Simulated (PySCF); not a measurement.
C6H13Si: g tensor and hyperfine couplings

C6H13Si (doublet state).
Numbering: `[CH3:1][C@@H:2]1[CH:3][CH2:4][Si@H:5]([CH3:6])[CH2:7]1` (hydrogens: H8, H9, H10 on C1; H11 on C2; H12 on C3; H13, H14 on C4; H15 on Si5; H16, H17, H18 on C6; H19, H20 on C7)

Cartesian coordinates in Å at the GFN2-xTB level; atoms count from 1:
```xyz
20
C6H13Si angstrom
C     -2.531   -0.814   -0.202
C     -1.359   -0.012    0.352
C     -0.869    1.038   -0.578
C      0.364    1.709   -0.138
Si     1.370    0.249    0.641
C      2.757   -0.360   -0.502
C     -0.142   -0.914    0.698
H     -2.825   -1.594    0.497
H     -2.259   -1.282   -1.147
H     -3.387   -0.164   -0.374
H     -1.672    0.466    1.292
H     -1.147    1.012   -1.617
H      0.858    2.246   -0.945
H      0.159    2.430    0.659
H      1.894    0.573    1.978
H      2.391   -0.553   -1.506
H      3.552    0.375   -0.573
H      3.194   -1.280   -0.126
H     -0.060   -1.694   -0.061
H     -0.295   -1.419    1.651
```

The hyperfine couplings belong to this conformer and change with its torsions.

Computed with PySCF, UKS B3LYP, pcH-1 on C H Si, non-relativistic, mean-field spin-orbit, GIAO. Isolated species at its GFN2-xTB geometry (one conformer only). The geometry wasn't refined by DFT: couplings that depend on bond lengths, twists or pyramidal angles can differ widely from those at the functional's own minimum. No stability test was run, so a lower SCF solution isn't excluded.

| Quantity | Value |
| --- | --- |
| g1, g2, g3 | 2.00187, 2.00266, 2.00290 |
| g_iso | 2.00248 |
| Form of g | rhombic: the two nearest values differ by 23 % of g3 − g1 |
| ⟨S²⟩ | 0.7539 (exact 0.7500) |
| α and β electrons | 32, 31 |
| Total energy | -525.95931 Eh |

Isotropic coupling and dipolar principal values T1 to T3, in mT (MHz turned into mT with g_iso):

```csv
atom,isotope,a_iso,of which spin–orbit,T1,T2,T3,Mulliken spin population
C1,13C,0.04,0.00,-0.04,-0.02,0.05,0.00
C2,13C,-0.86,0.00,-0.06,-0.03,0.09,-0.07
C3,13C,4.06,0.00,-2.73,-2.72,5.44,0.98
C4,13C,-1.09,0.00,-0.10,0.00,0.11,-0.08
Si5,29Si,-3.40,0.00,-0.55,0.26,0.29,0.06
C6,13C,-0.02,0.00,-0.02,-0.01,0.03,0.00
C7,13C,2.03,0.00,-0.14,-0.12,0.26,0.03
H8,1H,-0.09,0.00,-0.06,-0.05,0.11,0.00
H9,1H,-0.05,0.00,-0.10,-0.09,0.19,0.00
H10,1H,-0.05,0.00,-0.11,-0.09,0.20,0.00
H11,1H,2.84,0.00,-0.18,-0.16,0.34,0.04
H12,1H,-2.04,0.00,-1.33,0.02,1.31,-0.04
H13,1H,0.17,0.00,-0.16,-0.12,0.28,0.00
H14,1H,4.58,0.00,-0.19,-0.15,0.33,0.05
H15,1H,0.30,0.00,-0.06,-0.04,0.10,0.01
H16,1H,-0.01,0.00,-0.06,-0.04,0.10,0.00
H17,1H,0.06,0.00,-0.04,-0.03,0.07,0.00
H18,1H,0.16,0.00,-0.03,-0.02,0.05,0.00
H19,1H,-0.14,0.00,-0.13,-0.08,0.22,0.00
H20,1H,0.31,0.00,-0.10,-0.05,0.16,0.01
```

Largest spin populations (Mulliken): C3 (+0.98), C4 (-0.08) and C2 (-0.07). No atom but C3 exceeds +0.15. The positive populations add up to 1.19 and the negative ones to -0.19, together 2S = 1. The angles at C3 add up to 355.6°, so it is nearly planar; its axial dipolar tensor and the negative coupling of its proton fit spin in a p orbital normal to that plane.

Under fast tumbling the dipolar parts average out, and these isotropic splittings remain (the largest six): 1 × 1H (H14, I = 1/2, 2 lines) with 4.58 mT, 1 × 1H (H11, I = 1/2, 2 lines) with 2.84 mT, 1 × 1H (H12, I = 1/2, 2 lines) with 2.04 mT, 1 × 1H (H20, I = 1/2, 2 lines) with 0.31 mT, 1 × 1H (H15, I = 1/2, 2 lines) with 0.30 mT and 1 × 1H (H13, I = 1/2, 2 lines) with 0.17 mT.

Means are taken over nuclei equivalent by connectivity, which assumes that they swap fast.

The 13C coupling of C3 (113.9 MHz) shows only in satellite lines or after enrichment, since that isotope makes up about 1.07 % of natural carbon.

The 29Si coupling of Si5 (-95.2 MHz) shows only in satellite lines or after enrichment, since that isotope makes up about 4.7 % of natural silicon.

Time: 97 s wall (grids of density and orbitals included); peak memory 1.1 GiB. Hardware: Intel Xeon at 2.60 GHz, one thread, on a shared host.
